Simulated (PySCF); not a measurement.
# ORD: `C[C@@H]1C[C@H](F)C[C@@H]1S`, C6H11FS

Geometry:
| atom | x (Å) | y (Å) | z (Å) |
| --- | --- | --- | --- |
| C1 | -1.660 | -1.092 | -0.914 |
| C2 | -0.874 | -0.301 | 0.118 |
| C3 | -0.475 | 1.103 | -0.356 |
| C4 | 0.790 | 1.472 | 0.431 |
| F5 | 1.801 | 1.825 | -0.448 |
| C6 | 1.196 | 0.220 | 1.219 |
| C7 | 0.458 | -0.934 | 0.543 |
| S8 | 1.432 | -1.625 | -0.849 |
| H9 | -1.921 | -2.071 | -0.520 |
| H10 | -1.072 | -1.233 | -1.818 |
| H11 | -2.576 | -0.566 | -1.173 |
| H12 | -1.480 | -0.206 | 1.027 |
| H13 | -1.275 | 1.825 | -0.205 |
| H14 | -0.232 | 1.087 | -1.419 |
| H15 | 0.660 | 2.345 | 1.078 |
| H16 | 2.278 | 0.091 | 1.208 |
| H17 | 0.868 | 0.313 | 2.255 |
| H18 | 0.315 | -1.789 | 1.205 |
| H19 | 1.757 | -0.455 | -1.389 |

Computed with TDDFT CAM-B3LYP/def2-SVPD circular dichroism and optical rotation, one conformer, gas phase (PySCF). Geometry: GFN2-xTB.

The molecule is flexible and this is one conformer; a measurement averages over conformers. States above about 8.1 eV (minus the energy of the highest occupied orbital) lie near or above the ionisation threshold and depend on the basis.

Stereocentres: C2 R, C4 S, C7 S.

Task: What is the specific rotation at 633, 589.3, 546, 436, 405, 365, 355 nm?

Result: [α] in deg dm⁻¹ (g/mL)⁻¹:
| λ (nm) | origin-invariant length gauge | modified velocity gauge | length gauge (centre of mass) | isotropic polarisability (au) |
| --- | --- | --- | --- | --- |
| 633 | +52.5 | +48.2 | +53.3 | 89.5 |
| 589.3 | +61.7 | +56.6 | +62.6 | 89.8 |
| 546 | +73.5 | +67.5 | +74.7 | 90.2 |
| 436 | +127.2 | +117.2 | +129.0 | 91.7 |
| 405 | +154.5 | +142.5 | +156.7 | 92.3 |
| 365 | +207.3 | +191.6 | +210.0 | 93.5 |
| 355 | +225.3 | +208.4 | +228.2 | 93.9 |

Task: And for the mirror image at 589.3 nm?

Result: -61.7 deg dm⁻¹ (g/mL)⁻¹ (origin-invariant length gauge): the same size and the opposite sign.

Task: What is the molar rotation [Φ] = [α]·M/100 of the geometry above at 589.3 nm?

Result: With M = 134.21 g/mol, +82.8 deg cm² dmol⁻¹ (origin-invariant length gauge).

The first excitation lies at 5.76 eV (215 nm) with R = +5.5 × 10⁻⁴⁰ esu² cm² (velocity form).
